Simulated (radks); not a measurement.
Q: Species: Ag III. Configuration: [Ar] 3d10 4s2 4p5 4d9 5p1 (not the ground configuration). All-electron calculation, Dirac Kohn-Sham, AM05, spin-unpolarised, spherical densities, finite nucleus; open shells fill j = l - 1/2 first; Fermi nuclear charge, rms radius 4.5454 fm. Program: a radial shooting solver on a logarithmic mesh with Libxc functionals. Some entries of the table are withheld. Estimate them.

orbital  occ.  eigenvalue (hartree)  <1/r> (bohr^-1)  <r> (bohr)
1s1/2       2             -930.4249            49.39     0.03113
2s1/2       2             -137.9928            11.38      0.1347
2p1/2       2                   (1)            11.36      0.1142
2p3/2       4                   (2)            10.68      0.1192
3s1/2       2             -26.23912            3.979      0.3687
3p1/2       2             -22.40927            3.887      0.3602
3p3/2       4             -21.27315            3.720      0.3712
3d3/2       4             -14.47680            3.558      0.3437
3d5/2       6             -14.24771            3.515      0.3472
4s1/2       2              -4.59592            1.537         (3)
4p1/2       2                   (4)              (5)      0.9638
4p3/2       3                   (6)              (7)      0.9932
4d3/2       4              -1.30306            1.075       1.241
4d5/2       5              -1.27807            1.062       1.255
5p1/2       1              -0.61440           0.4482       2.854
5p3/2       0              -0.59468           0.4347       2.934

A: 
(1) 2p1/2 eigenvalue (hartree): -128.3722
(2) 2p3/2 eigenvalue (hartree): -121.9396
(3) 4s1/2 <r> (bohr): 0.9036
(4) 4p1/2 eigenvalue (hartree): -3.37520
(5) 4p1/2 <1/r> (bohr^-1): 1.421
(6) 4p3/2 eigenvalue (hartree): -3.18038
(7) 4p3/2 <1/r> (bohr^-1): 1.368
